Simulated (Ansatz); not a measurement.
H$_{2}$BrFO$_{2}$Sn (SMILES [OH][Sn]([OH])([F])[Br]), singlet, at a GFN2-xTB geometry (such geometries of metal compounds can be far from the true shape) (all electrons, no relativity).

Ansatz (a program for electronic structure) was given this input:
Ansatz 0.2 input:
```yaml
crystal:
  periodic: [false, false, false]
  atoms:
    - {symbol: O, position_ang: [-0.29854218, 2.08579991, 0.57489685]}
    - {symbol: Sn, position_ang: [-0.45168704, 0.20587684, 0.28984055]}
    - {symbol: O, position_ang: [-2.16734308, -0.22220505, -0.46025885]}
    - {symbol: F, position_ang: [-0.51421303, -0.66818654, 2.02546243]}
    - {symbol: Br, position_ang: [1.44440388, -0.58910060, -0.98369097]}
    - {symbol: H, position_ang: [-1.07348912, 2.49018830, 0.97202039]}
    - {symbol: H, position_ang: [-2.54129571, -1.06058915, -0.18113030]}
basis:
  gaussian:
    orbitals: STO-3G
hamiltonian:
  xc: hf
magnetization: {spin_polarized: false}
correlation: {active_space: {window: {electrons: 6, orbitals: 5}}}
```

Task: What total energy does CASSCF(6,5)/STO-3G in Ansatz give?

Result: -8754.9758 Eh

Task: Estimate the number of basis functions that CASSCF(6,5)/STO-3G returns for this input.

Result: 62
